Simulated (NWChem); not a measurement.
# CHBClNO; SMILES O=C=NBCl

```xyz
6

B     -0.4535    -0.8127     0.6428
Cl     1.1221    -1.0355     1.4026
H     -1.3765    -1.5071     1.0072
N     -0.6207     0.1555    -0.3647
C     -0.7085     1.0015    -1.2250
O     -0.8101     1.8222    -2.0652
```
Atoms are numbered in this order, from 1.

Level: PBE-D3(BJ)/def2-SVP (NWChem), optimised geometry, unscaled harmonic frequencies. 

```
frequency (cm⁻¹)  IR intensity (km/mol)
----------------  ---------------------
34                                  0.0
147                                 0.0
349                                 4.0
538                                23.3
595                                22.3
754                                53.8
789                                20.7
912                                91.0
1102                              252.0
1592                              108.8
2427                             1363.2
2599                              106.4
```

```json
{
 "zero_point_energy": "16.9 kcal/mol",
 "thermal correction to the enthalpy at 298.15 K (with zero-point energy)": "20.9 kcal/mol",
 "heat capacity Cv": "15.8 cal/(mol K)",
 "entropy at 298.15 K and 1 atm (symmetry number 1)": "76.7 cal/(mol K)",
 "dipole_moment": "0.49 D"
}
```

Rigid rotor and harmonic oscillator; modes under 100 cm⁻¹ make the entropy uncertain.
